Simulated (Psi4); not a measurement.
isobutene (C₄H₈), singlet, geometry from GFN2-xTB, with bond 10-9 at 1.3 times its length; Psi4 with HF/cc-pVDZ.

Psi4 was given this input:
```
memory 2 GB

molecule {
0 1
C    -0.00358310   -0.00726810    1.44953113
C    -0.00031404   -0.00063701    0.12704302
H    -0.00279626    0.90390212    2.02374365
H    -0.00718605   -0.92415062    2.01456675
C     0.00471228    1.26727735   -0.67219236
H     0.00522655    2.14004904   -0.02485143
H     0.88583506    1.30548006   -1.31233657
H    -0.87305594    1.30972549   -1.31666310
C    -0.00135772   -1.26047284   -0.68488177
H    -0.00615844   -2.40345788    0.14522786
H    -0.87930414   -1.29223249   -1.32972503
H     0.87958687   -1.29647792   -1.32539850
}

set {
  basis cc-pvdz
  cholesky_tolerance 1e-6
  scf_type cd
}

energy('scf')
print_variables()
```

It wrote (shortened):

```
   => Loading Basis Set <=

    Name: CC-PVDZ
    Role: ORBITAL
    Keyword: BASIS

         ---------------------------------------------------------
                                   SCF
               by Justin Turney, Rob Parrish, Andy Simmonett
                          and Daniel G. A. Smith
                              RHF Reference
         ---------------------------------------------------------

  ==> Geometry <==

    Molecular point group: c1
    Full point group: C1

    Geometry (in Angstrom), charge = 0, multiplicity = 1:

       Center              X                  Y                   Z               Mass
    ------------   -----------------  -----------------  -----------------  -----------------
         C           -0.003505570514    -0.002409572189     1.422779654199    12.000000000000
         C           -0.000236510514     0.004221517811     0.100291544199    12.000000000000
         H           -0.002718730514     0.908760647811     1.996992174199     1.007825032230
         H           -0.007108520514    -0.919292092189     1.987815274199     1.007825032230
         C            0.004789809486     1.272135877811    -0.698943835801    12.000000000000
         H            0.005304079486     2.144907567811    -0.051602905801     1.007825032230
         H            0.885912589486     1.310338587811    -1.339088045801     1.007825032230
         H           -0.872978410514     1.314584017811    -1.343414575801     1.007825032230
         C           -0.001280190514    -1.255614312189    -0.711633245801    12.000000000000
         H           -0.006080910514    -2.398599352189     0.118476384199     1.007825032230
         H           -0.879226610514    -1.287373962189    -1.356476505801     1.007825032230
         H            0.879664399486    -1.291619392189    -1.352149975801     1.007825032230

  Running in c1 symmetry.

  Rotational constants: A =      0.30774  B =      0.27895  C =      0.15469 [cm^-1]
  Rotational constants: A =   9225.68092  B =   8362.80850  C =   4637.54978 [MHz]
  Nuclear repulsion =  119.356138847251160

  Charge       = 0
  Multiplicity = 1
  Electrons    = 32
  Nalpha       = 16
  Nbeta        = 16

  ==> Algorithm <==

  SCF Algorithm Type is CD.
  DIIS enabled.
  MOM disabled.
  Fractional occupation disabled.
  Guess Type is SAD.
  Energy threshold   = 1.00e-06
  Density threshold  = 1.00e-06
  Integral threshold = 1.00e-12

  ==> Primary Basis <==

  Basis Set: CC-PVDZ
    Blend: CC-PVDZ
    Number of shells: 48
    Number of basis functions: 96
    Number of Cartesian functions: 100
    Spherical Harmonics?: true
    Max angular momentum: 2

  ==> Integral Setup <==

  ==> CDJK: Cholesky-decomposed J/K Matrices <==

    J tasked:                     Yes
    K tasked:                     Yes
    wK tasked:                     No
    Integrals threads:              1
    Algorithm:                   Core
    Integral Cache:              NONE
    Schwarz Cutoff:             1E-12
    Cholesky tolerance:      1.00E-06
    No. Cholesky vectors:         791

  Minimum eigenvalue in the overlap matrix is 2.2553600695E-03.
  Reciprocal condition number of the overlap matrix is 3.9571754729E-04.
    Using symmetric orthogonalization.

  ==> Pre-Iterations <==

  SCF Guess: Superposition of Atomic Densities via on-the-fly atomic UHF (no occupation information).

   -------------------------
    Irrep   Nso     Nmo
   -------------------------
     A         96      96
   -------------------------
    Total      96      96
   -------------------------

  ==> Iterations <==

                        Total Energy        Delta E     RMS |[F,P]|

   @RHF iter SAD:  -155.25688306830503   -1.55257e+02   0.00000e+00
   @RHF iter   1:  -155.94755769061419   -6.90675e-01   4.46794e-03 DIIS/ADIIS
   @RHF iter   2:  -156.06340981474750   -1.15852e-01   1.88818e-03 DIIS/ADIIS
   @RHF iter   3:  -156.08183837574165   -1.84286e-02   4.27078e-04 DIIS/ADIIS
   @RHF iter   4:  -156.08347725897502   -1.63888e-03   1.59927e-04 DIIS/ADIIS
   @RHF iter   5:  -156.08363731166619   -1.60053e-04   3.53806e-05 DIIS
   @RHF iter   6:  -156.08364914200274   -1.18303e-05   1.02520e-05 DIIS
   @RHF iter   7:  -156.08365052416067   -1.38216e-06   4.65285e-06 DIIS
   @RHF iter   8:  -156.08365082153145   -2.97371e-07   9.68806e-07 DIIS
  Energy and wave function converged.

  ==> Post-Iterations <==

    Orbital Energies [Eh]
    ---------------------

    Doubly Occupied:

       1A    -11.257138     2A    -11.239261     3A    -11.227508
       4A    -11.212112     5A     -1.092966     6A     -0.936813
       7A     -0.923759     8A     -0.714666     9A     -0.620444
      10A     -0.597807    11A     -0.593989    12A     -0.543194
      13A     -0.519474    14A     -0.490482    15A     -0.453666
      16A     -0.348516

    Virtual:

      17A      0.166815    18A      0.179196    19A      0.209441
      20A      0.230354    21A      0.251644    22A      0.260898
      23A      0.262163    24A      0.299286    25A      0.314878
      26A      0.362813    27A      0.444407    28A      0.511865
      29A      0.598525    30A      0.611752    31A      0.618537
      32A      0.640575    33A      0.678107    34A      0.730332
      35A      0.759497    36A      0.774334    37A      0.805577
      38A      0.852689    39A      0.868120    40A      0.874416
      41A      0.877828    42A      0.886094    43A      0.905219
      44A      0.916272    45A      0.941425    46A      0.962406
      47A      1.001902    48A      1.021596    49A      1.133215
      50A      1.160312    51A      1.259238    52A      1.285947
      53A      1.312974    54A      1.318998    55A      1.430385
      56A      1.570308    57A      1.590500    58A      1.615188
      59A      1.629057    60A      1.631138    61A      1.656507
      62A      1.687615    63A      1.756664    64A      1.835668
      65A      1.842621    66A      1.854652    67A      1.885727
      68A      1.912051    69A      1.916814    70A      1.945172
      71A      1.948730    72A      1.983703    73A      2.009383
      74A      2.053736    75A      2.110776    76A      2.132627
      77A      2.158246    78A      2.196010    79A      2.244505
      80A      2.258528    81A      2.301483    82A      2.393657
      83A      2.420509    84A      2.499089    85A      2.509593
      86A      2.589197    87A      2.627896    88A      2.695301
      89A      2.747017    90A      2.781754    91A      2.797887
      92A      2.805516    93A      2.896431    94A      2.940628
      95A      3.083469    96A      3.278165

    Final Occupation by Irrep:
              A
    DOCC [    16 ]
    NA   [    16 ]
    NB   [    16 ]

  @RHF Final Energy:  -156.08365082153145

   => Energetics <=

    Nuclear Repulsion Energy =            119.3561388472511595
    One-Electron Energy =                -445.3360775389336368
    Two-Electron Energy =                 169.8962878701510419
    Total Energy =                       -156.0836508215314495

Computation Completed

Properties will be evaluated at   0.000000,   0.000000,   0.000000 [a0]

Properties computed using the SCF density matrix

 Multipole Moments:

 ------------------------------------------------------------------------------------
     Multipole            Electronic (a.u.)      Nuclear  (a.u.)        Total (a.u.)
 ------------------------------------------------------------------------------------

 L = 1.  Multiply by 2.5417464519 to convert [e a0] to [Debye]
 Dipole X            :         -0.0015862            0.0025948            0.0010086
 Dipole Y            :          0.3571111           -0.2046439            0.1524671
 Dipole Z            :          0.9951037           -1.2556918           -0.2605881
 Magnitude           :                                                    0.3019162

 ------------------------------------------------------------------------------------

  Variable Map:
  ----------------------------------------------------------------------------
  "CURRENT ENERGY"           =>    -156.083650821531
  "CURRENT REFERENCE ENERGY" =>    -156.083650821531
  "DD SOLVATION ENERGY"      =>       0.000000000000
  "HF KINETIC ENERGY"        =>     155.737507409292
  "HF POTENTIAL ENERGY"      =>    -311.821158230823
  "HF TOTAL ENERGY"          =>    -156.083650821531
  "HF VIRIAL RATIO"          =>       2.002222607887
  "NUCLEAR REPULSION ENERGY" =>     119.356138847251
  "ONE-ELECTRON ENERGY"      =>    -445.336077538934
  "PCM POLARIZATION ENERGY"  =>       0.000000000000
  "PE ENERGY"                =>       0.000000000000
  "SCF ITERATION ENERGY"     =>    -156.083650821531
  "SCF ITERATIONS"           =>       8.000000000000
  "SCF TOTAL ENERGY"         =>    -156.083650821531
  "TWO-ELECTRON ENERGY"      =>     169.896287870151

  Array Variable Map:
  ----------------------------------------------------------------------------
  "CURRENT DIPOLE"           =>       0.001008626292 ... -0.260588081325 1 by 3
  "SCF DIPOLE"               =>       0.001008626292 ... -0.260588081325 1 by 3
  "SCF TOTAL ENERGIES"       =>    -155.256883068305 ... -156.083650821531 1 by 9
```
